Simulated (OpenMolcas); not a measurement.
## Levels of Cr²⁺ by method

| Property | Result |
| --- | --- |
| Program | OpenMolcas 26.06 |
| Basis | ANO-R3 [7s5p5d3f1g] |
| Scalar Hamiltonian | X2C, finite nucleus |
| Active space | 4 electrons in 6 orbitals (3d 4s) |
| State averaging | 2S+1 = 5 even, 15 roots; 2S+1 = 3 even, 90 roots kept (CI in the orbitals of an earlier block); 2S+1 = 1 even, 84 roots kept (CI in the orbitals of an earlier block) |
| Spin-orbit coupling | RASSI with atomic mean-field integrals over the reference wave functions, term energies averaged over their components |

Methods on the same reference wave functions:
A. CASSCF
B. SS-CASPT2, IPEA 0.25 Eh, imaginary shift 0.1 Eh (closed shells correlated: 3s 3p)
C. MS-CASPT2, IPEA 0.25 Eh, imaginary shift 0.1 Eh (closed shells correlated: 3s 3p)

Energies in eV above 3d⁴ ⁵D₀, the measured ground level; measured values from Sugar and Corliss, J. Phys. Chem. Ref. Data 6, 317 (1977).

```json
{"Level": "3d⁴ ⁵D₀", "A": "0.0000", "B": "0.0000", "C": "0.0000", "Measured": "0.0000"}
{"Level": "3d⁴ ⁵D₁", "A": "0.0086", "B": "0.0088", "C": "0.0088", "Measured": "0.0077"}
{"Level": "3d⁴ ⁵D₂", "A": "0.0255", "B": "0.0259", "C": "0.0259", "Measured": "0.0227"}
{"Level": "3d⁴ ⁵D₃", "A": "0.0502", "B": "0.0508", "C": "0.0508", "Measured": "0.0442"}
{"Level": "3d⁴ ⁵D₄", "A": "0.0822", "B": "0.0825", "C": "0.0825", "Measured": "0.0714"}
{"Level": "3d⁴ ³H₄", "A": "2.6113", "B": "2.177", "C": "2.177", "Measured": "2.1417"}
{"Level": "3d⁴ ³H₅", "A": "2.6293", "B": "2.196", "C": "2.196", "Measured": "2.1569"}
{"Level": "3d⁴ ³H₆", "A": "2.6497", "B": "2.217", "C": "2.217", "Measured": "2.1735"}
{"Level": "3d⁴ ³P₀(1)", "A": "2.8279", "B": "2.059", "C": "2.059", "Measured": "2.0794"}
{"Level": "3d⁴ ³P₁(1)", "A": "2.8795", "B": "2.112", "C": "2.112", "Measured": "2.1286"}
{"Level": "3d⁴ ³P₂(1)", "A": "2.9743", "B": "2.207", "C": "2.207", "Measured": "2.2133"}
{"Level": "3d⁴ ³F₂(1)", "A": "3.0019", "B": "2.301", "C": "2.301", "Measured": "2.2877"}
{"Level": "3d⁴ ³F₃(1)", "A": "3.0091", "B": "2.309", "C": "2.309", "Measured": "2.2951"}
{"Level": "3d⁴ ³F₄(1)", "A": "3.0197", "B": "2.319", "C": "2.319", "Measured": "2.3040"}
{"Level": "3d⁴ ³G₃", "A": "3.2983", "B": "2.587", "C": "2.587", "Measured": "2.5669"}
{"Level": "3d⁴ ³G₄", "A": "3.3202", "B": "2.609", "C": "2.609", "Measured": "2.5854"}
{"Level": "3d⁴ ³G₅", "A": "3.3401", "B": "2.630", "C": "2.630", "Measured": "2.6032"}
{"Level": "3d⁴ ¹I₆", "A": "3.9281", "B": "3.272", "C": "3.272", "Measured": "3.2254"}
{"Level": "3d⁴ ¹G₄(1)", "A": "4.1386", "B": "3.163", "C": "3.163", "Measured": "3.1168"}
{"Level": "3d⁴ ³D₃", "A": "4.2696", "B": "3.184", "C": "3.184", "Measured": "3.1897"}
{"Level": "3d⁴ ³D₂", "A": "4.2770", "B": "3.191", "C": "3.191", "Measured": "3.1964"}
{"Level": "3d⁴ ³D₁", "A": "4.2845", "B": "3.199", "C": "3.199", "Measured": "3.2048"}
{"Level": "3d⁴ ¹S₀", "A": "4.8167", "B": "3.396", "C": "3.396", "Measured": "3.3937"}
{"Level": "3d⁴ ¹D₂(1)", "A": "5.1576", "B": "3.994", "C": "3.994", "Measured": "3.9863"}
```

Deviations, from unrounded energies. A percentage is the sum of absolute deviations over the sum of measured energies, with the sign that they share, or ± where signs differ.

| Against measurement | Levels | A | B | C |
| --- | --- | --- | --- | --- |
| mean absolute deviation (cm-1) | 23 | 5500 | 150 | 150 |
| fine structure of the ground term (%) | 4 | +14.0 | +15.0 | +15.0 |
| other terms of the ground configuration (%) | 19 | +30.6 | ±0.8 | ±0.8 |

B, C lie about equally close to measurement and A furthest from it. The largest miss of B in the table is 3d⁴ ¹I₆, by +380 cm-1. The ranking rests on the paired levels alone, and a cruder setting can come out closer through cancelling errors.

Between B and C no level of the table moves by more than 5 cm-1.

The two smallest mean deviations differ by little beside CASPT2's spread within terms, so their order carries little weight.

From A to B the spin-free energies of the other terms of 3d⁴ shown, above ⁵D, scale by factors of 0.70 to 0.83, as is usual when dynamic correlation screens the repulsion within a d or f shell.

The lowest spin-free term lies below A's lowest term by 0.423 hartree in B, 0.423 hartree in C.

CASPT2 does not keep the components of a term degenerate, so their means are used; among the terms shown or strongly mixed into the levels shown the widest spread is 420 cm-1 (3d⁴ ¹G(1), B). Over all roots computed the reference weight is 0.87 to 0.94 in B, 0.87 to 0.94 in C; the roots of lowest weight are the least certain, and an intruder state may touch them. Terms from blocks run as CI alone lack orbitals of their own. Without dynamic correlation excited terms often stand tens of per cent too high (terms of higher spin than the ground term too low), and those without a measured partner can miss by more than the paired ones (holds for A). The CASPT2 spread within a term exceeds the gap to the next term for 3d⁴ ¹G(1) and 3d⁴ ³D, so the order of their levels is uncertain (holds for B; C). Blocks of more than 70 roots (2S+1 = 3 even, 1 even) ran without multistate coupling (holds for C). Measured partners are found by configuration, term and J. A level has none where our copy of the source lacks it or the pairing is in doubt (some pairs that miss far off the trend of their configuration count as doubtful), and it then counts in no deviation. Levels of configurations outside the active space are missing. Levels that lie high or do not pair safely by name in every column are left out.

A number in round brackets counts repeated terms of one configuration in the order of the reference energies.
